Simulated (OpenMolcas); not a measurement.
Computed levels of 3s2 3p3 in ions with 15 electrons, in cm-1 above 4S* 3/2.

```json
{
  "Program": "OpenMolcas 26.06",
  "Method": "CASSCF",
  "Basis": "ANO-R3",
  "Scalar Hamiltonian": "X2C, finite nucleus",
  "Spin-orbit coupling": "state interaction with AMFI integrals over the reference wave functions, term energies averaged over their components"
}
```

Active space for each ion: 5 electrons in 4 orbitals (3s 3p).

```
  Level      P     S+   Ar3+
2D* 3/2  15341  19217  25937
2D* 5/2  15353  19250  26087
2P* 1/2  20729  26259  36271
2P* 3/2  20733  26281  36417
```

Problem. Estimate 2D* 3/2, 2D* 5/2 for Cl2+ from its neighbours S+ and Ar3+.

Solution. 2D* 3/2 is another term, which grows about linearly with the charge: (19217 + 25937) / 2 = 22577. The calculation gives 22709, so the estimate is off by -0.6 %; the measured value is 18053 (Moore, Atomic Energy Levels, vol. I, NSRDS-NBS 35 (1971 reprint of NBS Circular 467, 1949)).
2D* 5/2 is another term, which grows about linearly with the charge: (19250 + 26087) / 2 = 22668. The calculation gives 22784, so the estimate is off by -0.5 %; the measured value is 18120 (Moore, Atomic Energy Levels, vol. I, NSRDS-NBS 35 (1971 reprint of NBS Circular 467, 1949)).

Without dynamic correlation excited terms often stand tens of per cent too high (terms of higher spin than the ground term too low), and those without a measured partner can miss by more than the paired ones (holds for P; S+). Computed and measured levels are paired by configuration, term and J; levels that our copy of the source lacks, or whose pairing is in doubt (as where it misses far off the trend of its configuration), stay unpaired and out of the deviations. Levels of configurations outside the active space are missing.

* marks odd parity.
